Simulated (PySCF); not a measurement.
The 23-electron isoelectronic series, spin-free X2C

All values are computed (PySCF 2.14, energy differences of UHF-based or UKS calculations, no spin-orbit coupling). Each ion has its own even-tempered basis scaled to its charge (19s13p9d4f4g for the first); frozen: [Ne]. Ionisation energies in eV, correlation energies of the ion in mhartree.

| ion | configuration | UHF | MP2 (outer shells) | LDA | PBE | PBE0 | r2SCAN | E_corr MP2 | NIST (with spin-orbit, Breit and QED) |
| --- | --- | --- | --- | --- | --- | --- | --- | --- | --- |
| Br¹²⁺ | [Ar] 3d5 (6S) | 393.86 | 394.71 | n/a | n/a | n/a | n/a | n/a | 393 ± 3 (t) |
| Kr¹³⁺ | [Ar] 3d5 (6S) | 447.40 | 448.23 | n/a | n/a | n/a | n/a | n/a | 446 ± 3 (t) |
| Sr¹⁵⁺ | [Ar] 3d5 (6S) | 563.73 | 564.50 | 563.75 | 563.18 | 563.73 | 563.98 | n/a | 562 ± 3 (t) |
| Ru²¹⁺ | [Ar] 3d5 (6S) | 986.43 | 987.04 | 985.75 | 985.17 | 985.93 | 986.28 | -486.9 | 981 ± 4 (t) |
| Rh²²⁺ | [Ar] 3d5 (6S) | 1067.6 | 1068.2 | 1066.8 | 1066.2 | 1067.0 | 1067.4 | -488.3 | 1061 ± 4 (t) |
| Pd²³⁺ | [Ar] 3d5 (6S) | 1151.8 | 1152.4 | 1150.9 | 1150.3 | 1151.2 | 1151.5 | -488.7 | 1145 ± 4 (t) |
| Ag²⁴⁺ | [Ar] 3d5 (6S) | 1239.1 | 1239.7 | 1238.1 | 1237.5 | 1238.4 | 1238.7 | -490.2 | 1231 ± 4 (t) |
| Cd²⁵⁺ | [Ar] 3d5 (6S) | 1329.4 | 1330.0 | 1328.3 | 1327.7 | 1328.6 | 1329.0 | -490.9 | 1320 ± 4 (t) |
| In²⁶⁺ | [Ar] 3d5 (6S) | 1422.9 | 1423.4 | 1421.6 | 1421.0 | 1421.9 | 1422.3 | -491.7 | 1413 ± 4 (t) |
| Sn²⁷⁺ | [Ar] 3d5 (6S) | 1519.3 | 1519.8 | 1517.9 | 1517.4 | 1518.3 | 1518.7 | -493.4 | 1508 ± 4 (t) |

Each ion has its own basis, which adds noise of up to about 0.1 % along the series.

NIST values marked (s) are semi-empirical, (t) theoretical. Open shells are high-spin determinants of the terms that Hund's rules give.

Spin-orbit coupling of the open shells is absent from the calculated values and included in NIST's; it grows fast with Z.
